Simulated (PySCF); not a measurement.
The PySCF input:
```python
from pyscf import gto, scf, dft

mol = gto.M(
    atom='''
C     0.00000000    0.00000000    0.00000000
H    -0.00000000   -0.00000000   -1.11194657
H     0.00000000    0.00000000    1.11194657
''',
    basis='3-21g',
    charge=1,
    spin=1,
    verbose=4,
)

mf = dft.UKS(mol)
mf.xc = 'b3lyp'
mf.kernel()
```

Q: What does this run give for the <S^2>, number of basis functions?

A: 
The <S^2> is 0.753 and the number of basis functions is 13.

These values belong to the state on which the SCF converged, which isn't shown to be the lowest.
